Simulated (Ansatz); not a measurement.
Strength of the O–C bond: C2HF5O → CHF2O + CF3

Species: C2HF5O ((difluoromethoxy)(trifluoro)methane) `FC(F)OC(F)(F)F`, singlet; CHF2O `[O]C(F)F`, doublet; CF3 (trifluoromethyl radical) `F[C](F)F`, doublet. 

Shapes, held fixed at every level: PBE0-D4/def2-TZVP. Flexible molecules stand in one conformer, not always the lowest. Programs: Ansatz 0.2.0. Electronic energies: no zero-point or thermal term.

```tsv
level	kind	ΔE (kJ/mol)	less CCSD(T)/CBS estimate	CPU time (sum over the molecules)
HF/def2-TZVPP	Hartree–Fock	+300.0	-154.7	–
PBE-D4/def2-TZVPP	GGA	+416.0	-38.7	18 s
B3LYP-D4/def2-TZVPP	global hybrid	+410.7	-44.0	39 s
wB97M-V/def2-TZVPP	range-separated hybrid	+449.1	-5.6	93 s
wB97X-V/def2-TZVPP	range-separated hybrid	+439.8	-14.9	59 s
MP2/def2-TZVPP	perturbation theory	+475.9	+21.2	–
CCSD(T)/CBS estimate	coupled cluster or CI	+454.7	0.0	3.5 min
```

The highest level, CCSD(T)/CBS estimate, gives ΔE = +454.7 kJ/mol; the levels span +300.0 to +475.9. The column of differences is taken from that level and isn't an error. Hartree–Fock misses the correlation of the pair that is broken and comes out low. No measured value is set beside it here. Open shells run unrestricted unless RO is named. The CBS estimate extrapolates MP2 from def2-TZVPP and def2-QZVPP and adds CCSD(T) − MP2 in the triple-zeta set, cores frozen. Times are processor times on shared x86 and Arm servers, and rough.
